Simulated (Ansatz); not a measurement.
Ideal-gas functions of C$_{2}$H$_{4}$Cl$_{2}$Si (`Cl[C@H]1C[Si@@H]1Cl`) at 800 K and 1 bar, from an Ansatz frequency run at PBE0-D4/def2-TZVP.

Molar mass 127.05 g/mol, point group C1 (symmetry number 1), electronic degeneracy 1, moments of inertia 67.727, 470.601, 494.991 u Å². Harmonic wavenumbers (cm⁻¹, unscaled): 104, 144, 183, 349, 494, 570, 631, 692, 704, 756, 822, 932, 1001, 1030, 1094, 1249, 1401, 2300, 3131, 3173, 3215.

Use S(trans) = R[1.5 ln M + 2.5 ln T − 1.1517]; rotational temperatures θ = 24.2544 K / I; S(rot) = R[ln(√π/σ · √(T³/θAθBθC)) + 1.5]; for each mode x = 1.438777 ν̃/T, S = R[x/(eˣ − 1) − ln(1 − e⁻ˣ)] and H = RT x/(eˣ − 1); 1 cm⁻¹ = 0.0119627 kJ/mol; R = 8.31446 J/(mol·K).

By hand: the entropy, in J/(mol·K).

Translation 189.8. Rotation: θ = 0.3581, 0.0515, 0.049 K, giving 129.7. Vibration, mode by mode: 22.27, 19.57, 17.59, 12.32, 9.57, 8.46, 7.70, 7.01, 6.89, 6.37, 5.78, 4.93, 4.47, 4.28, 3.91, 3.14, 2.53, 0.69, 0.20, 0.19, 0.17, in all 148.0. Electronic 0.0. Sum 467.5 J/(mol·K).

By hand: H − E and G − E in kJ/mol, counted from the electronic energy.

Zero-point energy ½ × 23975 × 0.0119627 = 143.4; thermal vibration 59.9; translation, rotation and pV give 4 RT = 26.6. H − E = 229.9 kJ/mol, and G − E = 229.9 − 800 × 467.5/1000 = -144.1 kJ/mol.

Vibration gives 32 % of the entropy, 41.8 J/(mol·K) of it from the modes under 150 cm⁻¹: soft modes count most, and the harmonic formula is weakest for them. The sum counts one conformer and one mirror image; others add a mixing term.
